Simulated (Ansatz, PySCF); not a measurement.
Reaction (SMILES): [Li][Li] → 2 Li atom (the Li-Li bond at the site shown breaks; other sites are not compared here)
Geometries: B3LYP-D3(BJ)/def2-TZVP minima from Ansatz (a quantum-chemistry and plane-wave program). Unstable Hartree-Fock reference: [Li][Li].

Property: bond dissociation energy (enthalpy at 298 K, with B3LYP-D3(BJ) rigid-rotor harmonic-oscillator terms from PySCF), in eV. Valence correlation only, unless marked. Open shells are spin-unrestricted. Spin-orbit coupling is left out. Non-relativistic. CBS marks a two-point X^-3 extrapolation of the correlation energy; Hartree-Fock from the larger set.

```csv
level,program,bond dissociation energy (eV)
HF/def2-TZVPP,Ansatz,0.17
M06-L-D4/def2-TZVPD,PySCF + dftd4,1.10
PBE0/def2-SVP,Ansatz,0.85
HSE06/def2-TZVPD,Ansatz,0.83
MP2/def2-QZVPP,Ansatz,0.75
RI-MP2/def2-TZVPPD,Ansatz,0.68
"RI-MP2/CBS(def2-TZVPP,def2-QZVPP)",Ansatz,0.80
```

Q: Predict the CCSD(T)/CBS(def2-TZVPPD,def2-QZVPPD) result (Ansatz).

A: 1.07 eV
